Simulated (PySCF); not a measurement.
Vinylcyanodiacetylene, C₇H₃N.
Bonds: C1–C2 (double), C2–C3, C3–C4 (triple), C4–C5, C5–C6 (triple), C6–C7, C7–N8 (triple). Hydrogens: H9, H10 on C1; H11 on C2.

The same species was optimised twice, with GFN2-xTB and with PBE0-D3(BJ)/def2-SVP (PySCF), and the same property calculations (PySCF, gas phase) were run on both structures.

```json
{"coordinate": "C4–C5 (Å)", "GFN2-xTB": "1.342", "PBE0-D3(BJ)/def2-SVP": "1.357", "change": "+0.015"}
{"coordinate": "C6–C7 (Å)", "GFN2-xTB": "1.353", "PBE0-D3(BJ)/def2-SVP": "1.368", "change": "+0.015"}
{"coordinate": "C2–C3 (Å)", "GFN2-xTB": "1.400", "PBE0-D3(BJ)/def2-SVP": "1.414", "change": "+0.014"}
{"coordinate": "C7≡N8 (Å)", "GFN2-xTB": "1.152", "PBE0-D3(BJ)/def2-SVP": "1.165", "change": "+0.013"}
{"coordinate": "C1=C2 (Å)", "GFN2-xTB": "1.332", "PBE0-D3(BJ)/def2-SVP": "1.343", "change": "+0.011"}
{"coordinate": "C3≡C4 (Å)", "GFN2-xTB": "1.216", "PBE0-D3(BJ)/def2-SVP": "1.225", "change": "+0.009"}
{"coordinate": "C5≡C6 (Å)", "GFN2-xTB": "1.219", "PBE0-D3(BJ)/def2-SVP": "1.225", "change": "+0.006"}
{"coordinate": "C1–C2–C3 (°)", "GFN2-xTB": "123.5", "PBE0-D3(BJ)/def2-SVP": "124.0", "change": "+0.5"}
{"coordinate": "C5–C6–C7 (°)", "GFN2-xTB": "179.6", "PBE0-D3(BJ)/def2-SVP": "179.9", "change": "+0.3"}
{"coordinate": "C4–C5–C6 (°)", "GFN2-xTB": "179.9", "PBE0-D3(BJ)/def2-SVP": "179.7", "change": "-0.2"}
{"coordinate": "C3–C4–C5 (°)", "GFN2-xTB": "179.7", "PBE0-D3(BJ)/def2-SVP": "179.5", "change": "-0.2"}
{"coordinate": "C2–C3–C4 (°)", "GFN2-xTB": "179.1", "PBE0-D3(BJ)/def2-SVP": "178.9", "change": "-0.2"}
{"coordinate": "C6–C7–N8 (°)", "GFN2-xTB": "179.8", "PBE0-D3(BJ)/def2-SVP": "179.9", "change": "+0.1"}
```

Rotational constants: A = 35852, B = 577.0, C = 567.9 MHz (GFN2-xTB) against A = 35425, B = 566.1, C = 557.2 MHz (PBE0-D3(BJ)/def2-SVP). Point groups within 0.08 Å: Cs and Cs.

On the GFN2-xTB structure: HOMO (eV) -7.53 [PBE0/pcSseg-1]; LUMO (eV) -2.76 [PBE0/pcSseg-1]; dipole (D) 6.18 [PBE0/pcSseg-1]; GIAO shielding of C1 (ppm) 38.6 [PBE0/pcSseg-1]; GIAO shielding of C2 (ppm) 65.5 [PBE0/pcSseg-1]; GIAO shielding of C3 (ppm) 106.0 [PBE0/pcSseg-1]; GIAO shielding of C4 (ppm) 100.8 [PBE0/pcSseg-1]; GIAO shielding of C5 (ppm) 116.9 [PBE0/pcSseg-1]; GIAO shielding of C6 (ppm) 120.6 [PBE0/pcSseg-1]; GIAO shielding of C7 (ppm) 74.6 [PBE0/pcSseg-1]; GIAO shielding of N8 (ppm) -47.8 [PBE0/pcSseg-1].

Task: What do these properties become on the PBE0-D3(BJ)/def2-SVP structure?

Result: 
```tsv
property	level	on GFN2-xTB	on PBE0-D3(BJ)/def2-SVP	change
HOMO (eV)	PBE0/pcSseg-1	-7.53	-7.54	-0.01
LUMO (eV)	PBE0/pcSseg-1	-2.76	-2.80	-0.04
dipole (D)	PBE0/pcSseg-1	6.18	6.19	+0.01
energy, GFN2-xTB geometry as zero (kcal/mol)	PBE0/pcSseg-1	0.0	-0.1	-0.1
GIAO shielding of C1 (ppm)	PBE0/pcSseg-1	38.6	35.3	-3.3
GIAO shielding of C2 (ppm)	PBE0/pcSseg-1	65.5	62.2	-3.3
GIAO shielding of C3 (ppm)	PBE0/pcSseg-1	106.0	105.4	-0.6
GIAO shielding of C4 (ppm)	PBE0/pcSseg-1	100.8	99.6	-1.2
GIAO shielding of C5 (ppm)	PBE0/pcSseg-1	116.9	116.7	-0.2
GIAO shielding of C6 (ppm)	PBE0/pcSseg-1	120.6	119.9	-0.7
GIAO shielding of C7 (ppm)	PBE0/pcSseg-1	74.6	72.4	-2.2
GIAO shielding of N8 (ppm)	PBE0/pcSseg-1	-47.8	-52.1	-4.3
```

The heavy atoms differ by 0.027 Å rms after alignment. Among bonds between heavy atoms C2–C3, C4–C5 and C6–C7 change most and about equally (+0.014 to +0.015 Å). Changes are differences of the printed values. Neither structure is proved a minimum here.
